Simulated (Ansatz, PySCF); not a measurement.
Gas-phase reaction in SMILES: [SiH3][SiH2][SiH2][SiH3] -> 2 [SiH2][SiH3] (the Si-Si bond at the site shown breaks; other sites are not compared here)
Geometries: B3LYP-D3(BJ)/def2-TZVP minima from Ansatz (a program for electronic structure), one conformer each, not searched for the lowest. Frequencies are from Ansatz or PySCF.

Quantity: bond dissociation energy (0 K, with B3LYP-D3(BJ) harmonic zero-point energies), in kJ/mol. Valence correlation only, unless marked. Open shells are spin-unrestricted. Spin-orbit coupling is left out. No relativistic terms. CBS marks a two-point X^-3 extrapolation of the correlation energy; Hartree-Fock from the larger set. The bracket is a focal-point correction in the basis named.

Level to compare with: RI-MP2/CBS(cc-pV(T+d)Z,cc-pV(Q+d)Z)+[CCSD(T)-MP2]/cc-pV(T+d)Z (Ansatz), 309.3 kJ/mol. It is a level with limits of its own, and the differences hold the functionals' basis error too.

Question: Rank these functionals by how close they come to RI-MP2/CBS(cc-pV(T+d)Z,cc-pV(Q+d)Z)+[CCSD(T)-MP2]/cc-pV(T+d)Z, closest first: r2SCANh/def2-TZVPD (Ansatz); wB97X-V/def2-TZVPD (Ansatz); revPBE/def2-TZVPD (Ansatz).

Answer: wB97X-V/def2-TZVPD (range-separated hybrid with VV10, 313.6 kJ/mol, difference 4.3), r2SCANh/def2-TZVPD (hybrid meta-GGA, 278.4 kJ/mol, difference -30.9), revPBE/def2-TZVPD (GGA, 265.0 kJ/mol, difference -44.3)
